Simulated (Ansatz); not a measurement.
Frontier orbitals of `C[C](=O)[InH2]`.

The species carries charge 0 and has multiplicity 1. Correlated methods include outer-core shells of In, which these sets cover unevenly. In takes the def2 core potential. The geometry is a stationary point of PBE0-D4/def2-TZVP. Basis def2-TZVPP, Ansatz 0.2.0.

Orbital energies of one run (eV). Highest occupied ones, from the top: -6.26, -8.25, -10.05, -10.51, -11.50, -12.43, -12.60, -13.27, -15.18, -20.89, -21.16, -21.25, -21.25, -21.30. Empty: -1.77, -0.74, 0.13, 0.89, 1.32, 1.61.

(1) Which functional gave them?
A. revPBE
B. CAM-B3LYP
C. PBE0
D. LDA (SPW92)

Answers

(1) C. HOMO energies: PBE0 -6.26, revPBE -5.02, CAM-B3LYP -7.58, LDA (SPW92) -5.27 eV.
